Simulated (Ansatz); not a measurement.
Z-matrix (Å, degrees):
```
Si
C 1 1.907
Se 1 2.808 2 44.8
B 1 1.998 2 87.6 3 0.1
H 1 1.492 2 112.3 3 -119.2
H 1 1.492 2 112.4 3 119.8
H 2 1.089 1 116.8 3 -113.9
H 2 1.089 1 116.8 3 113.9
H 4 1.188 1 144.0 2 179.9
```

Total charge 0; spin multiplicity 1.

Problem. List the ωB97M-V/def2-TZVPP orbital energies in eV (Ansatz). (Estimate.)

Solution. Computed: Occupied: -12368.46, -1806.76, -1588.73, -1423.49, -1423.45, -1423.44, -281.98, -218.18, -188.31, -161.10, -160.96, -160.95, -147.85, -101.97, -101.96, -101.94, -60.99, -60.94, -60.93, -60.83, -60.82, -24.27, -20.51, -17.73, -15.13, -14.75, -13.70, -11.85, -11.82, -10.90, -9.73, -9.42. Lowest empty: 0.11, 1.23, 2.20, 2.61, 3.56, 3.57, 3.70, 4.07.
